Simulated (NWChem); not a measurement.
System: C₃H₅Br; SMILES C=C(C)Br

Here is an NWChem input.

```
start job
memory heap 200 mb stack 900 mb global 1100 mb
geometry units angstroms noautosym nocenter noautoz
  C      1.309892    -1.528559     0.000000
  C      0.113003    -0.943809     0.000000
  C     -1.211093    -1.628176     0.000000
  Br     0.000407     0.956740     0.000000
  H      2.239049    -0.956894     0.000000
  H      1.373598    -2.620470     0.000000
  H     -1.800039    -1.343433     0.885922
  H     -1.076627    -2.719620     0.000000
  H     -1.800039    -1.343433    -0.885922
end
basis spherical
  * library def2-svp
end
dft
  xc pbe0
  iterations 150
end
cosmo
  do_cosmo_smd true
  solvent hexane
end
task dft energy
```

Geometry: optimised at PBE0/def2-SVP. Solvent: n-hexane.

Level: PBE0/def2-SVP with SMD (1 M gas to 1 M solution), gas-phase geometry.

Question: What results follow from this input? (PBE0/def2-SVP, SMD on the gas-phase geometry.) Quantities: solvation free energy (kcal/mol); cavity-dispersion-structure term (kcal/mol); dipole in solution (D).

Answer: 
```json
{
 "solvation free energy (kcal/mol)": "-3.6",
 "cavity-dispersion-structure term (kcal/mol)": "-2.6",
 "dipole in solution (D)": "1.78"
}
```
